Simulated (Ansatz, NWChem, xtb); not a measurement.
## Redistribution: C4H4BrN + CHCl2F → C4H5N + CBrCl2F

Species: C4H4BrN `Brc1ccc[nH]1`, singlet; CHCl2F (dichlorofluoromethane) `FC(Cl)Cl`, singlet; C4H5N (pyrrole) `c1cc[nH]c1`, singlet; CBrCl2F (bromodichlorofluoromethane) `FC(Cl)(Cl)Br`, singlet. The partners trade Br for H; both sit on C, so the bond types are kept.

Shapes, held fixed at every level: PBE0-D4/def2-TZVP. Programs: Ansatz 0.2.0, NWChem 7.3.0, xtb 6.7.1. The zero-point and thermal change to 298 K, harmonic and unscaled (PBE0-D4/def2-TZVP), is -2.9 kJ/mol.

(1) Estimate ΔH(298 K) of this reaction.

Results:

(1) The highest level, CCSD(T)/def2-TZVPP, gives ΔH(298 K) = +27.0 kJ/mol; the levels span -2.7 to +28.8. They disagree on the sign: 7 of 8 are positive. The column of differences is taken from that level and isn't an error. No measured value is set beside it here. Relativity is left out for Br unless named. Correlated rows may include outer-core shells of Br, which these sets cover unevenly.

| level | kind | ΔH(298 K) (kJ/mol) | less CCSD(T)/def2-TZVPP |
| --- | --- | --- | --- |
| GFN0-xTB | semi-empirical | -2.7 | -29.7 |
| SPW92/def2-TZVPP | LDA | +15.7 | -11.3 |
| PBE-D4/def2-TZVPP | GGA | +19.4 | -7.6 |
| B3LYP/6-31G* (spherical functions) | global hybrid | +28.8 | +1.8 |
| BHLYP-D4/def2-TZVPP | global hybrid | +28.0 | +1.0 |
| wB97M-V/def2-TZVPP | range-separated hybrid | +21.1 | -5.9 |
| CCSD/def2-SVP | coupled cluster or CI | +25.1 | -1.9 |
| CCSD(T)/def2-TZVPP | coupled cluster or CI | +27.0 | 0.0 |
